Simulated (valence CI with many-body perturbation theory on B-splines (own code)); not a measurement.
## E1 line list for Ce²⁷⁺

Level of theory: relativistic CI+MBPT: three valence electrons over a frozen Dirac-Fock core [Ar] 3d10, radial functions for each j: 11 s, 11 p, 10 d, 8 f, 5 g, 2 h, with the one-electron correlation potential Σ1 (screened to all orders), the two-electron term Σ2, the three-electron term Σ3, Breit, model QED; selected single and double excitations, second order for the rest, scaled by the run's own slope (own B-spline code, finite nucleus).

The last digits are not significant, and no measured levels were compared; by estimate large intervals hold to a few tenths of a per cent, small ones and those within an open d or f shell to about a per cent.

Lines 51 to 100 of 571 in falling wavelength, among levels below 30.856 Ry, chosen from the strongest by gf and those to the six lowest levels. Wavelengths and rates use the calculated energies. Electric multipoles are in the length gauge, E1 and E2 with the static RPA response of the core. Weak lines are less certain than strong ones. Lines between different terms over intervals too small for the method are left out, as are lines whose strength nearly cancels. Where a level lies close to another of its J and parity, the split of strength between their lines is uncertain. The highest levels of a list are the least certain.

Levels are named by their leading jj configuration (3d3/2^4 stands for four electrons in 3d with j = 3/2), which in mixed levels can hold well under half, so a name can repeat and another be missing. Letters in brackets count levels of one name in rising energy.

```tsv
λ vac (nm)	Upper	Lower	A (s⁻¹)	log gf	Branch %
15.29	(4p3/2 4d3/2 4d5/2) J=7/2 [a]	(4s 4d3/2 4d5/2) J=5/2 [b]	1.07e+10	-0.52	3.2
15.26	(4p3/2^2 4f7/2) J=7/2	(4s 4d5/2^2) J=7/2	1.35e+10	-0.42	4.1
15.22	(4s 4d5/2^2) J=7/2	(4s^2 4f7/2) J=7/2	1.10e+10	-0.51	3.9
15.21	(4p1/2 4p3/2^2) J=3/2	(4s 4p1/2 4p3/2) J=3/2 [b]	2.72e+09	-1.42	2.1
15.20	(4p3/2^2 4f7/2) J=11/2	(4s 4p3/2 4f7/2) J=9/2 [b]	1.28e+10	-0.27	3.9
15.12	(4p3/2 4d5/2^2) J=11/2	(4s 4d5/2^2) J=9/2	2.35e+10	-0.02	20.2
15.09	(4p1/2 4p3/2^2) J=5/2	(4s 4p1/2 4p3/2) J=3/2 [b]	1.03e+10	-0.67	22.2
15.08	(4s 4p3/2 4f7/2) J=5/2 [b]	(4s^2 4f5/2) J=5/2	1.93e+10	-0.40	4.8
15.05	(4s 4p1/2 4f7/2) J=7/2 [c]	(4s 4p3/2 4d3/2) J=5/2 [b]	1.63e+10	-0.35	5.3
15.04	(4p3/2 4d3/2 4d5/2) J=5/2 [a]	(4s 4d3/2 4d5/2) J=3/2 [a]	1.54e+10	-0.50	6.8
14.99	(4p3/2 4d3/2 4d5/2) J=7/2 [d]	(4s 4d3/2 4d5/2) J=5/2 [c]	1.30e+10	-0.46	2.8
14.95	(4p3/2 4d5/2^2) J=9/2 [a]	(4s 4d3/2 4d5/2) J=7/2 [b]	1.53e+10	-0.29	5.1
14.94	(4p3/2^2 4d5/2) J=5/2 [b]	(4s 4p3/2 4d5/2) J=5/2 [b]	3.39e+10	-0.17	8.6
14.94	(4p3/2 4d3/2 4d5/2) J=11/2	(4s 4p3/2 4f7/2) J=11/2	2.56e+10	0.01	8.6
14.84	(4p3/2 4d3/2 4d5/2) J=9/2	(4s 4d5/2^2) J=9/2	9.32e+09	-0.51	2.4
14.84	(4p3/2^2 4d5/2) J=7/2	(4s 4p3/2 4d5/2) J=5/2 [a]	2.20e+10	-0.24	22.8
14.76	(4s 4p3/2 4d3/2) J=3/2 [b]	(4s^2 4d3/2) J=3/2	2.92e+10	-0.42	8.9
14.75	(4s 4p3/2 4d5/2) J=7/2 [a]	(4s^2 4d5/2) J=5/2	1.81e+10	-0.33	12.3
14.72	(4p3/2^2 4f7/2) J=7/2	(4s 4d3/2 4d5/2) J=5/2 [c]	1.47e+10	-0.42	4.5
14.71	(4p1/2 4p3/2 4d5/2) J=7/2 [b]	(4s 4p1/2 4d5/2) J=5/2 [b]	1.94e+10	-0.30	14.3
14.69	(4p1/2 4p3/2 4d5/2) J=5/2 [b]	(4s 4p1/2 4d5/2) J=3/2	2.14e+10	-0.38	7.1
14.64	(4p3/2 4d3/2 4d5/2) J=7/2 [d]	(4s 4p3/2 4f7/2) J=5/2 [a]	1.88e+10	-0.32	4.0
14.62	(4p1/2 4p3/2 4d5/2) J=7/2 [a]	(4s 4p1/2 4d5/2) J=5/2 [a]	3.47e+10	-0.05	51.4
14.60	(4p1/2 4p3/2 4f7/2) J=11/2	(4s 4p1/2 4f7/2) J=9/2	2.79e+10	0.03	31.0
14.57	(4p1/2 4p3/2 4f7/2) J=9/2 [b]	(4s 4p1/2 4f7/2) J=7/2 [c]	2.18e+10	-0.16	9.5
14.47	(4p3/2^2 4f7/2) J=9/2	(4s 4p3/2 4f7/2) J=7/2	2.61e+10	-0.09	8.1
14.47	(4p1/2 4p3/2 4f7/2) J=9/2 [a]	(4s 4p1/2 4f7/2) J=9/2	1.39e+10	-0.36	5.8
14.43	(4p3/2 4d3/2 4d5/2) J=9/2	(4s 4d3/2 4d5/2) J=7/2 [a]	2.16e+10	-0.17	5.6
14.43	(4s 4p3/2 4d5/2) J=7/2 [b]	(4s^2 4d5/2) J=5/2	4.97e+10	0.09	19.2
14.41	(4p1/2 4p3/2 4d3/2) J=5/2 [a]	(4s 4p1/2 4d3/2) J=5/2	2.17e+10	-0.39	37.7
14.37	(4p3/2^2 4f7/2) J=7/2	(4s 4p3/2 4f7/2) J=5/2 [a]	1.35e+10	-0.48	4.1
14.37	(4p3/2 4d3/2 4d5/2) J=7/2 [c]	(4s 4d3/2 4d5/2) J=5/2 [b]	2.36e+10	-0.23	4.6
14.32	(4s 4p1/2 4d3/2) J=3/2 [a]	(4s 4p1/2 4p3/2) J=3/2 [b]	8.77e+09	-0.97	31.1
14.29	(4p3/2 4d3/2 4d5/2) J=11/2	(4s 4d3/2 4d5/2) J=9/2	4.42e+10	0.21	14.8
14.26	(4s 4p3/2 4f7/2) J=9/2 [b]	(4s^2 4f7/2) J=7/2	2.88e+10	-0.06	8.5
14.18	(4p1/2 4p3/2 4d5/2) J=9/2	(4s 4p1/2 4d5/2) J=7/2	2.47e+10	-0.13	47.5
14.13	(4p3/2^2 4d3/2) J=3/2 [b]	(4s 4p3/2 4d3/2) J=5/2 [b]	3.35e+10	-0.40	9.6
14.03	(4p1/2 4p3/2 4d3/2) J=7/2	(4s 4p1/2 4d3/2) J=5/2	1.92e+10	-0.34	38.9
13.94	(4p3/2^2 4d5/2) J=7/2	(4s 4p3/2 4d3/2) J=7/2	1.57e+10	-0.44	16.2
13.93	(4p3/2 4d5/2^2) J=7/2	(4s 4d3/2 4d5/2) J=9/2	2.18e+10	-0.30	8.4
13.92	(4p1/2 4p3/2 4d5/2) J=5/2 [a]	(4s 4p1/2 4d5/2) J=7/2	1.79e+10	-0.51	8.4
13.92	(4p1/2 4p3/2 4f7/2) J=9/2 [b]	(4s 4p1/2 4f7/2) J=7/2 [b]	3.23e+10	-0.03	14.1
13.91	(4s 4p3/2 4d3/2) J=5/2 [b]	(4s^2 4d3/2) J=3/2	6.23e+10	0.04	18.2
13.90	(4p3/2 4d3/2 4d5/2) J=7/2 [b]	(4s 4d3/2 4d5/2) J=7/2 [a]	1.60e+10	-0.43	5.0
13.87	(4p3/2^2 4f7/2) J=9/2	(4s 4p3/2 4f7/2) J=9/2 [a]	2.24e+10	-0.19	6.9
13.84	(4p1/2 4p3/2 4f7/2) J=3/2	(4s 4p1/2 4f7/2) J=5/2	3.09e+10	-0.45	8.9
13.84	(4p1/2 4p3/2^2) J=3/2	(4s 4p1/2 4p3/2) J=5/2	2.10e+10	-0.62	16.2
13.82	(4p1/2 4p3/2 4f7/2) J=5/2 [b]	(4s 4p1/2 4f5/2) J=7/2	3.47e+10	-0.22	19.8
13.82	(4p1/2 4p3/2 4f7/2) J=11/2	(4p3/2^2 4d5/2) J=9/2	1.89e+10	-0.19	21.0
13.82	(4p3/2^2 4f5/2) J=7/2	(4s 4p3/2 4f7/2) J=7/2	1.47e+10	-0.47	2.8
```
